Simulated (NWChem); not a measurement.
System: BH, singlet; SMILES [BH]

Input file for NWChem:

```
start job
memory heap 200 mb stack 900 mb global 1100 mb
geometry units angstroms noautosym nocenter noautoz
  B      0.000000     0.000000     0.237857
  H      0.000000     0.000000    -1.014396
end
basis spherical
  B library pcsseg-1
  H library pcsseg-1
end
dft
  xc pbe0
  iterations 150
end
property
  shielding
end
task dft property
```

Excerpt of the output:

```
             Northwest Computational Chemistry Package (NWChem) 7.3.0
             --------------------------------------------------------

                             Geometry "geometry" -> ""
                             -------------------------

 Output coordinates in angstroms (scale by  1.889725989 to convert to a.u.)

  No.       Tag          Charge          X              Y              Z
 ---- ---------------- ---------- -------------- -------------- --------------
    1 B                    5.0000     0.00000000     0.00000000     0.23785700
    2 H                    1.0000     0.00000000     0.00000000    -1.01439600

 Effective nuclear repulsion energy (a.u.)       2.1129007038

                              NWChem Property Module
                              ----------------------

  itol2e modified to match energy
  convergence criterion.

                                 NWChem DFT Module
                                 -----------------

 Summary of "ao basis" -> "ao basis" (spherical)
 ------------------------------------------------------------------------------
       Tag                 Description            Shells   Functions and Types
 ---------------- ------------------------------  ------  ---------------------
 B                          pcsseg-1                 7       17   3s3p1d
 H                          pcsseg-1                 3        5   2s1p

  itol2e modified to match energy
  convergence criterion.

            General Information
            -------------------
          SCF calculation type: DFT
          Wavefunction type:  closed shell.
          No. of atoms     :     2
          No. of electrons :     6
           Alpha electrons :     3
            Beta electrons :     3
          Charge           :     0
          Spin multiplicity:     1
          Use of symmetry is: off; symmetry adaption is: off
          Maximum number of iterations: 150
          AO basis - number of functions:    22
                     number of shells:    10
          Convergence on energy requested:  1.00D-07
          Convergence on density requested:  1.00D-05
          Convergence on gradient requested:  5.00D-04

              XC Information
              --------------
                         PBE0 Method XC Functional
                     Hartree-Fock (Exact) Exchange  0.250
          PerdewBurkeErnzerhof Exchange Functional  0.750
            Perdew 1991 LDA Correlation Functional  1.000 local
           PerdewBurkeErnz. Correlation Functional  1.000 non-local

             Grid Information
             ----------------
          Grid used for XC integration:  fine
          Radial quadrature: Mura-Knowles
          Angular quadrature: Lebedev.
          Tag              B.-S. Rad. Rad. Pts. Rad. Cut. Ang. Pts.
          ---              ---------- --------- --------- ---------
          B                   0.85       70           7.0       590
          H                   0.35       60           7.0       590
          Grid pruning is: on
          Number of quadrature shells:   130
          Spatial weights used:  Erf1

      Superposition of Atomic Density Guess
      -------------------------------------

 Sum of atomic energies:         -25.02151641

      Non-variational initial energy
      ------------------------------

[...]

          -----------------------------------------
          Chemical Shielding Tensors (GIAO, in ppm)
          -----------------------------------------

                                NWChem CPHF Module
                                ------------------

  scftype          =     RHF
  nclosed          =        3
  nopen            =        0
  variables        =       57
  # of vectors     =        3
  tolerance        = 0.10D-03
  level shift      = 0.00D+00
  max iterations   =       50
  max subspace     =       30

 SCF residual:    4.5380131833836432E-007

Iterative solution of linear equations
  No. of variables       57
  No. of equations        3
  Maximum subspace       30
        Iterations       50
       Convergence  1.0D-04

   iter   nsub   residual    time
   ----  ------  --------  ---------
     1      3    1.23D+00       0.6
     2      6    1.44D-01       0.8
     3      9    4.21D-03       0.9
     4     12    5.97D-05       1.0

      Atom:    1  B
        Diamagnetic
    193.2821      0.0000     -0.0000
      0.0000    193.2821      0.0000
     -0.0000      0.0000    199.2393

        Paramagnetic
   -694.7356     -0.0000      0.0000
     -0.0000   -694.7356     -0.0000
      0.0000     -0.0000     -0.0000

        Total Shielding Tensor
   -501.4535     -0.0000      0.0000
     -0.0000   -501.4535     -0.0000
      0.0000     -0.0000    199.2393

           isotropic =    -267.8893
          anisotropy =    -350.3464

          Principal Components and Axis System
                 1           2           3
             -501.4535   -501.4535    199.2393

      1         0.7360     -0.6770      0.0000
      2         0.6770      0.7360     -0.0000
      3        -0.0000      0.0000      1.0000

      Atom:    2  H
        Diamagnetic
     25.6619      0.0000      0.0000
      0.0000     25.6619     -0.0000
      0.0000     -0.0000     32.8810

        Paramagnetic
     -8.7166     -0.0000      0.0000
     -0.0000     -8.7166     -0.0000
      0.0000     -0.0000     -0.0000

        Total Shielding Tensor
     16.9453     -0.0000      0.0000
     -0.0000     16.9453     -0.0000
      0.0000     -0.0000     32.8810

           isotropic =      22.2572
          anisotropy =      15.9357

          Principal Components and Axis System
                 1           2           3
               32.8810     16.9453     16.9453

      1         0.0000     -0.6798      0.7334
      2        -0.0000      0.7334      0.6798
      3         1.0000      0.0000     -0.0000
```

Level: PBE0/pcSseg-1, GIAO. Low-valent species are run as closed-shell singlets; no triplet was tried in these runs. All runs use the structure optimised with PBE0/def2-SVP. The printed shielding anisotropy is the first printed principal value minus the mean of the other two.
